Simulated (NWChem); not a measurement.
## Basis-set convergence for bromine (Br2)

```xyz
2

Br     0.0000     0.0000     1.1492
Br     0.0000     0.0000    -1.1492
```
Charge 0, spin multiplicity 1.

All runs are NWChem calculations. Structure: optimised with PBE0/def2-SVP, a minimum by its harmonic frequencies.

Quantity: vertical ionisation energy at the level ΔMP2 (Δ: difference of total energies, the cation a doublet at the parent's geometry with its hole in an orbital of symmetry b2g (D2h labels); it is the state that the SCF runs reached, from PBE0 orbitals for Hartree-Fock references, and need not be the lowest).

The Hamiltonian is non-relativistic. The correlated methods keep 18 core orbitals frozen. The Pople sets run with spherical d functions. No SCF solution was tested for a lower state. Open-shell Hartree-Fock references start from PBE0 orbitals; any time given for them includes that run.

Relative cost: rough, from shared machines, SCF included, STO-3G = 1.

Q: In aug-cc-pVTZ the value is 10.68 eV. Among STO-3G, 3-21G, def2-SVP, 6-31G*, aug-pcseg-1, def2-SVPD, pcseg-2, def2-TZVP, def2-TZVPD, which is the smallest basis within 0.2 eV of it?

A: aug-pcseg-1, with 72 functions against 118 and about 4 % of the time (also within reach: def2-SVPD, pcseg-2, def2-TZVP, def2-TZVPD). aug-cc-pVTZ isn't the basis-set limit itself, and a small set can land close by cancellation.

| basis | functions | vertical ionisation energy (eV) | relative cost |
|---|---|---|---|
| STO-3G | 36 | 7.78 | 1 |
| 3-21G | 44 | 9.93 | under 3 |
| def2-SVP | 64 | 10.46 | 3 |
| 6-31G* | 64 | 10.45 | 5 |
| aug-pcseg-1 | 72 | 10.65 | 5 |
| def2-SVPD | 82 | 10.61 | 4 |
| pcseg-2 | 86 | 10.63 | 10 |
| def2-TZVP | 96 | 10.63 | 10 |
| def2-TZVPD | 114 | 10.65 | 10 |
| aug-cc-pVTZ | 118 | 10.68 | 100 |
